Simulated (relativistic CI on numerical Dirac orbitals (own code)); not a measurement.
# Crystal-field levels of Co²⁺, 3d7

Calculated by Dirac-Coulomb-Breit CI, separate exchange-only KLI orbitals for each configuration, model QED (radiative potential, 1s self-energy scaled to tabulated hydrogen-like ionisation energies), one configuration in a parametric crystal field, unscaled Slater integrals (own radial code). With so little scaling, terms lie 10 to 35 % too far apart, which can change the order of excited levels.

Field parameters in Wybourne normalisation: D3d B²₀ = −7Dσ, B⁴₀ = −14Dq − 21Dτ, B⁴₃ = −14√(10/7) Dq. The field is a parameter set, without covalency.

S is read from ⟨S²⟩ = S(S + 1).

Levels (cm⁻¹, degeneracy): 0 (2), 198 (2), 605 (2), 983 (2), 1049 (2), 1189 (2), 8638 (2), 8680 (2), 13544 (2), 13564 (2), 13572 (2), 13648 (2).

(1) Which field gives this pattern?
A. D3d, 10Dq = 15100, Dσ = -550, Dτ = -110 cm⁻¹
B. D3d, 10Dq = 15100, Dσ = 330, Dτ = -110 cm⁻¹
C. D3d, 10Dq = 15100, Dσ = 760, Dτ = -110 cm⁻¹
D. D3d, 10Dq = 15100, Dσ = 110, Dτ = -110 cm⁻¹

## Answers

(1) B. D3d, 10Dq = 15100, Dσ = 330, Dτ = -110 cm⁻¹, ground level with S = 1.50.
